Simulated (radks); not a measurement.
Effect of the nuclear size on neutral niobium, [Kr] 4d4 5s1. Calculated with a radial shooting solver on a logarithmic mesh with Libxc functionals: Dirac Kohn-Sham, PBE, spin-unpolarised, spherical densities, finite nucleus; open shells are shared between the two j in proportion to 2j + 1; Fermi nuclear charge, rms radius 4.324 fm. The rms radius is varied about that value; shifts are against it.

\begin{tabular}{lrrrrrrr}
rms radius (fm) & total energy shift (eV) & density at nucleus (e/bohr^3) & 1s1/2 shift (meV) & 2s1/2 shift (meV) & 4s1/2 shift (meV) & 4p1/2 shift (meV) & 5s1/2 shift (meV) \\ \hline
3.71 & -0.335 & 8.381e+04 & -142 & -15.0 & -0.409 & 0.037 & -0.030 \\
3.9089 & -0.232 & 8.336e+04 & -97.9 & -10.4 & -0.282 & 0.026 & -0.021 \\
4.324 & 0 & 8.25e+04 & 0.000 & 0.000 & 0.000 & 0.000 & 0.000 \\
4.7045 & 0.231 & 8.179e+04 & 97.5 & 10.3 & 0.281 & -0.026 & 0.020 \\
5.3574 & 0.667 & 8.07e+04 & 282 & 29.9 & 0.813 & -0.074 & 0.059 \\
\end{tabular}

Slopes of the eigenvalues against <r^2> in GHz/fm^2, as finite differences over the two radii next to the reference (eigenvalue slopes, not the field-shift constants of lines): 1s1/2 6890, 2s1/2 732, 4s1/2 19.9, 4p1/2 -1.81, 5s1/2 1.45.
